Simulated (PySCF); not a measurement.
Run record: geometry optimisation, Cr(SH)2, `[SH][Cr][SH]` [quintet].

Computed with PBE0-D3(BJ)/def2-SVP geometry optimisation, gas phase (PySCF 2.14.0). Start geometry: GFN2-xTB. A driver script takes a list of jobs; this job's settings line and coordinates (Å) are shown.

Input:
```
{"job": {"xc": "PBE0", "basis": "def2-SVP", "d3": "d3bj", "grid": 1, "maxiter": 40, "kind": "geom"}, "charge": 0, "multiplicity": 5}
Cr     0.006020     0.001780    -0.001780
S     -0.041000     0.044080     2.216860
H      1.185730     0.517770     2.450550
S      0.038690    -0.044670    -2.220490
H     -1.189440    -0.518950    -2.445140
```

Output:
```
step   0  E = -1841.23050621  max force = 0.011154
step   1  E = -1841.23189442  max force = 0.004521
step   2  E = -1841.23213799  max force = 0.000878
step   3  E = -1841.23220008  max force = 0.000531
step   4  E = -1841.23221486  max force = 0.000429
optimisation converged
```

Energies in Eh; «max force» is the largest Cartesian gradient component in Eh/bohr.

**Question.** How much energy does the optimisation release, in kcal/mol?

**Answer.** E(step 0) − E(last step) = 0.001709 Eh, which is 1.1 kcal/mol.

**Question.** Give the first gradient maximum in eV/Å.

**Answer.** With 1 Eh/bohr = 51.422 eV/Å, 0.574 eV/Å.

Summary of the converged run: final energy -1841.23221 Eh after 4 steps; dipole 0.01 D.

**Question.** Where do the atoms end?

**Answer.** 0.049 Å rms from the input after alignment:
```
atom  x, y, z in Å
Cr1    0.0018    0.0003   -0.0008
S2    -0.0740    0.0377    2.2679
H3     1.1849    0.5209    2.4003
S4     0.0733   -0.0378   -2.2696
H5    -1.1860   -0.5211   -2.3978
```

**Question.** How long does this job take on x86-64 server, one thread, no GPU (shared host)?

**Answer.** About 12 s.
Labels such as C1 count atoms from 1, the log's own numbers from 0.

Caution for open-shell metal species: one SCF solution and one stationary point were followed, and a lower state or a bent or distorted shape isn't ruled out.
